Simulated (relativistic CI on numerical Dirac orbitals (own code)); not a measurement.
Method of calculation: Dirac-Coulomb-Breit CI, KLI orbitals optimised for each configuration, model QED, unscaled Slater integrals (own radial code, finite nucleus).

Configuration list (outside the closed core 1s2): 2s²2p⁵, 2s2p⁶, 2p⁶3s, 2p⁶3p, 2p⁶3d, 2s²2p⁴3s, 2s²2p⁴3p, 2s²2p⁴3d, 2s2p⁵3s, 2s2p⁵3p, 2s2p⁵3d, 2s²2p⁴4s, 2s²2p⁴4p, 2s²2p⁴4d, 2s²2p⁴4f, 2s2p⁵4s, 2s2p⁵4p, 2s2p⁵4d, 2s2p⁵4f, 2s²2p³3s², 2s²2p³3s3p, 2s²2p⁴5s, 2s²2p⁴5p, 2s²2p⁴5d, 2s²2p⁴5f, 2s²2p⁴5g, 2s²2p³3p², 2s²2p³3s3d, 2s²2p³3p3d, 2s2p⁴3s², 2s²2p³3d², 2s2p⁴3s3p, 2s2p⁴3p², 2s2p⁴3s3d, 2s2p⁵5s, 2s2p⁵5p. Levels of other configurations are missing.

At this charge energies of transitions that change n are usually good to better than 1 %, and those within a shell (Δn = 0) to a few per cent.

Outline of the computed level scheme of Sn XLII. Lowest level of each configuration: 2s²2p⁵ ²P°3/2 at 0.00 eV; 2s2p⁶ ²S1/2 at 514.76 eV; 2s²2p⁴3s ⁴P5/2 at 3645.41 eV; 2s²2p⁴3p ⁴P°3/2 at 3722.54 eV; 2s²2p⁴3d ⁴D3/2 at 3877.52 eV; 2s2p⁵3s ⁴P°5/2 at 4122.20 eV.

Some strong electric-dipole decays among the lowest 45 levels: 2s²2p⁴3d ²D3/2 → 2s²2p⁵ ²P°3/2 (2.3e+14 s⁻¹); 2s²2p⁴3d ²D5/2 → 2s²2p⁵ ²P°3/2 (2.1e+14 s⁻¹); 2s²2p⁴3d ²D5/2 → 2s²2p⁵ ²P°3/2 (2.0e+14 s⁻¹); 2s²2p⁴3d ²P1/2 → 2s²2p⁵ ²P°3/2 (1.4e+14 s⁻¹); 2s²2p⁴3d ⁴F5/2 → 2s²2p⁵ ²P°3/2 (9.3e+13 s⁻¹); 2s²2p⁴3s ²D5/2 → 2s²2p⁵ ²P°3/2 (5.7e+13 s⁻¹); 2s²2p⁴3d ²D3/2 → 2s²2p⁵ ²P°3/2 (5.6e+13 s⁻¹); 2s²2p⁴3s ²P3/2 → 2s²2p⁵ ²P°3/2 (3.9e+13 s⁻¹).

LS names give the leading component of a level, which can be under half, so a name can repeat, a term be missing and a line seem to break the LS rules.
